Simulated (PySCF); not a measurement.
## B3LYP on Zn²⁺ (zinc, charge +2)

Configuration: [Ar] 3d10, closed-shell 1S. All numbers are calculated (PySCF 2.14, scalar relativity by spin-free X2C-1e, in jorge-DZP-DKH (8s6p2d1f, 43 functions)).

* Total energy: -1794.747 hartree
* One-electron energy: -2480.791 hartree
* Hartree (Coulomb) energy: 757.713 hartree
* Exchange-correlation energy: -71.668 hartree
* ⟨S²⟩: 0.0000
* ⟨L²⟩: 0.000
* Sum of ⟨r⟩: 16.11 bohr
* Sum of ⟨r²⟩: 14.95 bohr²
* Langevin diamagnetic susceptibility: -11.8 ×10⁻⁶ cm³/mol
* Time after the integrals: 0.73 s of wall time on 1 thread of Neoverse-N1 (shared host)

```json
{"shell": "1s", "electrons": "2", "mean orbital energy (hartree)": "-352.11491", "rms radius, mean of both spins (bohr)": "0.0580"}
{"shell": "2s", "electrons": "2", "mean orbital energy (hartree)": "-43.85179", "rms radius, mean of both spins (bohr)": "0.245"}
{"shell": "2p", "electrons": "6", "mean orbital energy (hartree)": "-38.12315", "rms radius, mean of both spins (bohr)": "0.219"}
{"shell": "3s", "electrons": "2", "mean orbital energy (hartree)": "-5.71154", "rms radius, mean of both spins (bohr)": "0.733"}
{"shell": "3p", "electrons": "6", "mean orbital energy (hartree)": "-3.99209", "rms radius, mean of both spins (bohr)": "0.775"}
{"shell": "3d", "electrons": "10", "mean orbital energy (hartree)": "-1.20865", "rms radius, mean of both spins (bohr)": "0.993"}
```

Densities and radii are taken from the X2C orbitals without a picture-change correction, which distorts them close to the nucleus.
